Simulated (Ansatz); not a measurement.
Ansatz (a first-principles code) input file for CH8FN3Si, SMILES N[Si](N)(N)CF, PBE-D3(BJ)/def2-SVP. 

Ansatz 0.2 input:
```yaml
crystal:
  periodic: [false, false, false]
  atoms:
    - {symbol: N, position_ang: [-1.83656369, 0.09004712, 0.53714129]}
    - {symbol: Si, position_ang: [-0.18605571, -0.31863572, 0.21199757]}
    - {symbol: N, position_ang: [-0.06593772, -1.09283398, -1.32820905]}
    - {symbol: N, position_ang: [0.30947577, -1.17735052, 1.63209378]}
    - {symbol: C, position_ang: [1.05918539, 1.11102679, 0.03185153]}
    - {symbol: F, position_ang: [0.94073817, 1.68334578, -1.24441768]}
    - {symbol: H, position_ang: [-2.10849251, 0.49873161, 1.42594018]}
    - {symbol: H, position_ang: [-2.41995715, 0.43084470, -0.21964698]}
    - {symbol: H, position_ang: [0.28429853, -0.53215703, -2.09985497]}
    - {symbol: H, position_ang: [-0.73384123, -1.78968848, -1.64061958]}
    - {symbol: H, position_ang: [-0.34036490, -1.84028167, 2.04527853]}
    - {symbol: H, position_ang: [1.26080621, -1.52667488, 1.70069057]}
    - {symbol: H, position_ang: [2.10266518, 0.76465543, 0.15558648]}
    - {symbol: H, position_ang: [0.88908928, 1.90015907, 0.78612748]}
basis:
  gaussian:
    orbitals: def2-SVP
hamiltonian:
  xc: pbe
  dispersion: d3bj
relax: {f_tol: 0.002, max_steps: 200}
```

Log of the run:

```
WARN ansatz: RAYON_NUM_THREADS=1 ignored (pool sized by the plan → 1); use --threads N
Functional definition: PBE
integrals: 0.08 GiB planned
1482 factors; their error is unknown
mean field: 0.42 GiB planned
mean field evaluation 1: about -16190.3416 eV, gradient 1.0e2 eV
mean field evaluation 2: about -16151.4408 eV, gradient 1.6e2 eV
mean field evaluation 4: about -16211.4518 eV, gradient 1.0e1 eV
mean field evaluation 8: about -16211.7022 eV, gradient 1.7e-1 eV
mean field evaluation 16: about -16211.6100 eV, gradient 4.5e-4 eV
mean field -16211.61004909 eV, -595.7656806799 hartree, gradient 2.0e-5 eV, S^2 0.000000; 0 other end points of the search recorded, 0 dependent functions left out
the calculation of the forces begins
reference -16211.61008854 eV, -595.7656821298 hartree; 29, 29 occupied and 99, 99 virtual orbitals, 1482 factors
relax step   1: F+E_penalty+E_count = -16211.91702360 eV  Δ(F+E_penalty+E_count) = +0.000e0 eV  max|allowed force component| = 2.765e-1 eV/Å  Δτ_max = 0.0000 Å  (29 SCF iters, accepted)
these checks for a lower state are left out or cut short: starts, cluster_reference, orbital_swaps, neighbouring_geometries, increment
integrals: 0.08 GiB planned
1482 factors; their error is unknown
mean field: 0.41 GiB planned
mean field -16211.62391858 eV, -595.7661903744 hartree, gradient 9.9e-6 eV, S^2 0.000000; 0 other end points of the search recorded, 0 dependent functions left out
the calculation of the forces begins
reference -16211.62395814 eV, -595.7661918282 hartree; 29, 29 occupied and 99, 99 virtual orbitals, 1482 factors
relax step   2: F+E_penalty+E_count = -16211.93000035 eV  Δ(F+E_penalty+E_count) = -1.298e-2 eV  max|allowed force component| = 1.053e-1 eV/Å  Δτ_max = 0.0113 Å  (31 SCF iters, accepted)
these checks for a lower state are left out or cut short: starts, cluster_reference, orbital_swaps, neighbouring_geometries, increment
integrals: 0.08 GiB planned
1482 factors; their error is unknown
mean field: 0.41 GiB planned
mean field evaluation 32: about -16211.6275 eV, gradient 1.0e-5 eV
mean field -16211.62750804 eV, -595.7663222847 hartree, gradient 1.0e-5 eV, S^2 0.000000; 0 other end points of the search recorded, 0 dependent functions left out
the calculation of the forces begins
reference -16211.62754766 eV, -595.7663237406 hartree; 29, 29 occupied and 99, 99 virtual orbitals, 1482 factors
relax step   3: F+E_penalty+E_count = -16211.93294827 eV  Δ(F+E_penalty+E_count) = -2.948e-3 eV  max|allowed force component| = 4.667e-2 eV/Å  Δτ_max = 0.0113 Å  (31 SCF iters, accepted)
these checks for a lower state are left out or cut short: starts, cluster_reference, orbital_swaps, neighbouring_geometries, increment
integrals: 0.08 GiB planned
1482 factors; their error is unknown
mean field: 0.41 GiB planned
mean field -16211.62835536 eV, -595.7663534232 hartree, gradient 1.0e-5 eV, S^2 0.000000; 0 other end points of the search recorded, 0 dependent functions left out
the calculation of the forces begins
reference -16211.62839497 eV, -595.7663548786 hartree; 29, 29 occupied and 99, 99 virtual orbitals, 1482 factors
relax step   4: F+E_penalty+E_count = -16211.93381188 eV  Δ(F+E_penalty+E_count) = -8.636e-4 eV  max|allowed force component| = 2.969e-2 eV/Å  Δτ_max = 0.0096 Å  (31 SCF iters, accepted)
these checks for a lower state are left out or cut short: starts, cluster_reference, orbital_swaps, neighbouring_geometries, increment
integrals: 0.08 GiB planned
1482 factors; their error is unknown
mean field: 0.41 GiB planned
mean field -16211.62886156 eV, -595.7663720255 hartree, gradient 1.0e-5 eV, S^2 0.000000; 0 other end points of the search recorded, 0 dependent functions left out
the calculation of the forces begins
reference -16211.62890111 eV, -595.7663734792 hartree; 29, 29 occupied and 99, 99 virtual orbitals, 1482 factors
relax step   5: F+E_penalty+E_count = -16211.93462561 eV  Δ(F+E_penalty+E_count) = -8.137e-4 eV  max|allowed force component| = 2.433e-2 eV/Å  Δτ_max = 0.0181 Å  (31 SCF iters, accepted)
these checks for a lower state are left out or cut short: starts, cluster_reference, orbital_swaps, neighbouring_geometries, increment
integrals: 0.08 GiB planned
1482 factors; their error is unknown
mean field: 0.41 GiB planned
mean field -16211.62879157 eV, -595.7663694535 hartree, gradient 1.0e-5 eV, S^2 0.000000; 0 other end points of the search recorded, 0 dependent functions left out
the calculation of the forces begins
reference -16211.62883108 eV, -595.7663709056 hartree; 29, 29 occupied and 99, 99 virtual orbitals, 1482 factors
relax step   6: F+E_penalty+E_count = -16211.93470419 eV  Δ(F+E_penalty+E_count) = -7.858e-5 eV  max|allowed force component| = 1.436e-2 eV/Å  Δτ_max = 0.0073 Å  (31 SCF iters, accepted)
these checks for a lower state are left out or cut short: starts, cluster_reference, orbital_swaps, neighbouring_geometries, increment
integrals: 0.08 GiB planned
1482 factors; their error is unknown
mean field: 0.41 GiB planned
mean field -16211.62884983 eV, -595.7663715947 hartree, gradient 2.3e-5 eV, S^2 0.000000; 0 other end points of the search recorded, 0 dependent functions left out
the calculation of the forces begins
reference -16211.62888935 eV, -595.7663730469 hartree; 29, 29 occupied and 99, 99 virtual orbitals, 1482 factors
relax step   7: F+E_penalty+E_count = -16211.93479252 eV  Δ(F+E_penalty+E_count) = -8.832e-5 eV  max|allowed force component| = 4.238e-3 eV/Å  Δτ_max = 0.0032 Å  (23 SCF iters, accepted)
these checks for a lower state are left out or cut short: starts, cluster_reference, orbital_swaps, neighbouring_geometries, increment
integrals: 0.08 GiB planned
1482 factors; their error is unknown
mean field: 0.41 GiB planned
mean field evaluation 64: about -16211.6288 eV, gradient 6.8e-4 eV
mean field -16211.62883425 eV, -595.7663710220 hartree, gradient 7.0e-6 eV, S^2 0.000000; 0 other end points of the search recorded, 0 dependent functions left out
the calculation of the forces begins
reference -16211.62887376 eV, -595.7663724740 hartree; 29, 29 occupied and 99, 99 virtual orbitals, 1482 factors
relax step   8: F+E_penalty+E_count = -16211.93479328 eV  Δ(F+E_penalty+E_count) = -7.604e-7 eV  max|allowed force component| = 3.087e-3 eV/Å  Δτ_max = 0.0040 Å  (24 SCF iters, accepted)
these checks for a lower state are left out or cut short: starts, cluster_reference, orbital_swaps, neighbouring_geometries, increment
integrals: 0.08 GiB planned
1482 factors; their error is unknown
mean field: 0.41 GiB planned
mean field -16211.62885867 eV, -595.7663719195 hartree, gradient 8.0e-6 eV, S^2 0.000000; 0 other end points of the search recorded, 0 dependent functions left out
the calculation of the forces begins
reference -16211.62889819 eV, -595.7663733716 hartree; 29, 29 occupied and 99, 99 virtual orbitals, 1482 factors
relax step   9: F+E_penalty+E_count = -16211.93479959 eV  Δ(F+E_penalty+E_count) = -6.317e-6 eV  max|allowed force component| = 1.912e-3 eV/Å  Δτ_max = 0.0023 Å  (22 SCF iters, accepted)
integrals: 0.08 GiB planned
1482 factors; their error is unknown
mean field: 0.41 GiB planned
mean field -16211.62885867 eV, -595.7663719195 hartree, gradient 8.7e-6 eV, S^2 0.000000; 1 other end points of the search recorded, 0 dependent functions left out
the calculation of the forces begins
reference -16211.62889819 eV, -595.7663733716 hartree; 29, 29 occupied and 99, 99 virtual orbitals, 1482 factors
Total energy: -16211.93483911 eV, -595.7776164930 hartree
Atom 0 at    -1.856979     0.058714     0.540249 Å, force     0.000800    -0.000016    -0.001912 eV/Å
Atom 1 at    -0.187244    -0.323975     0.217014 Å, force    -0.001509     0.000787     0.000837 eV/Å
Atom 2 at    -0.051301    -1.110031    -1.328892 Å, force     0.001018     0.000613    -0.000191 eV/Å
Atom 3 at     0.310406    -1.163097     1.661259 Å, force     0.000331     0.000603     0.000233 eV/Å
Atom 4 at     1.062983     1.112447     0.024131 Å, force     0.000436     0.000402     0.000511 eV/Å
Atom 5 at     0.952968     1.667188    -1.265729 Å, force    -0.000535     0.000398    -0.001906 eV/Å
Atom 6 at    -2.112397     0.494677     1.429932 Å, force     0.000373    -0.000303     0.000014 eV/Å
Atom 7 at    -2.416973     0.442912    -0.223607 Å, force    -0.000602    -0.000120     0.000937 eV/Å
Atom 8 at     0.289360    -0.515633    -2.090316 Å, force    -0.000236    -0.000448    -0.000044 eV/Å
Atom 9 at    -0.767386    -1.760877    -1.657934 Å, force    -0.000308     0.000128     0.000399 eV/Å
Atom 10 at    -0.335783    -1.862105     2.038290 Å, force    -0.000264    -0.000515     0.000038 eV/Å
Atom 11 at     1.268486    -1.519627     1.707504 Å, force     0.000035    -0.000599     0.000184 eV/Å
Atom 12 at     2.113414     0.765100     0.166907 Å, force     0.000960    -0.000589     0.000284 eV/Å
Atom 13 at     0.885493     1.915496     0.775151 Å, force    -0.000498    -0.000341     0.000616 eV/Å
Dipole moment:    -0.195328    -0.165314     0.150346 e Å
```

Self-consistency was reached.

Cost: roughly 30 core-seconds.
